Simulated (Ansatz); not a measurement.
Born–Oppenheimer molecular dynamics of H7NSi2 + HCN (or HNC) (13 atoms, charge 0, multiplicity 1). It goes on from the last frame of an earlier run, with new velocities.

The calculation used Ansatz, RKS PBE-D4/STO-3G.

- ensemble: NVT, Langevin thermostat
- time step: 1 fs
- steps asked: 250
- set temperature: 300 K
- friction: 0.01 /fs
- seed: 682696

First frame:

```xyz
13
Properties=species:S:1:pos:R:3
C -0.344 0.580 -3.991
N -0.389 1.093 -5.109
H -0.301 0.131 -2.958
Si 0.520 -0.618 -0.085
N 0.283 0.662 1.023
Si -0.790 0.464 2.424
H 0.192 -1.851 0.597
H 1.806 -0.788 -0.664
H -0.375 -0.460 -1.329
H 0.700 1.601 0.896
H -1.718 -0.568 2.134
H -1.533 1.663 2.853
H 0.026 0.043 3.622
```

(1) How far do the bonds stretch over the last three quarters of this one trajectory? (Pairs bonded in most of those frames.)

Results:

(1) 
```tsv
bond	mean (Å)	spread (Å)	shortest	longest
C1–N2	1.208	0.022	1.17	1.25
C1–H3	1.106	0.048	1.02	1.19
Si4–N5	1.780	0.053	1.69	1.91
Si4–H7	1.461	0.032	1.39	1.54
Si4–H8	1.468	0.026	1.42	1.52
Si4–H9	1.465	0.052	1.37	1.56
N5–Si6	1.776	0.038	1.70	1.86
N5–H10	1.055	0.022	1.01	1.10
Si6–H11	1.459	0.021	1.40	1.50
Si6–H12	1.460	0.030	1.38	1.54
Si6–H13	1.470	0.038	1.40	1.54
```

Mean temperature of the second half: 300 K. A run of 0.25 ps of so small a system gives no equilibrium averages. Limits of this set-up: minimal basis.

Run time: 7.2 min on 1 thread of Arm Neoverse V1 (shared host), peak memory 0.085 GiB.
